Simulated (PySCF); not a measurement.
# Vibration and rotation of SnN⁺

ROHF-CCSD(T) constants of SnN⁺, ³Σ⁻ (triplet), unpaired electrons π ↑↑ (Sn def2-SVP with ECP28, N def2-SVP; scalar-relativistic core potentials (PySCF 2.14); masses 119.9022 and 14.0031 u):

```
ωe            : 481.2 cm⁻¹
ωexe          : 4.8 cm⁻¹
Be            : 0.28452 cm⁻¹
αe            : 0.00287 cm⁻¹
De to Sn⁺ + N : 0.99 eV
```

Question: What force constant and bond length do these constants imply?

Answer: Reduced mass μred = 12.539 u; k = 5.8918×10⁻⁷·μred·ωe² (u, cm⁻¹, mdyn/Å) = 1.71 mdyn/Å; Re = √(16.8576/(μred·Be)) (u, cm⁻¹, Å) = 2.174 Å.

Question: Estimate the centrifugal constant D from the Kratzer relation and find the Dunham coefficient a1.

Answer: D = 4Be³/ωe² = 3.98e-07 cm⁻¹; a1 = −1 − αeωe/(6Be²) = -3.84.

Correlated steps freeze 5 core orbitals. Correlated levels converge slowly with the basis: in double zeta they bind strong bonds too weakly, by up to about 1 eV, and carry superposition errors of some tenths. Spin–orbit coupling is left out, which matters for elements this heavy, above all for dissociation energies. For an ion De counts to the pair picked by the measured ionisation energies or electron affinities, which need not be the lowest pair at this level. The state was picked by a PBE0 search and need not be the measured ground state.
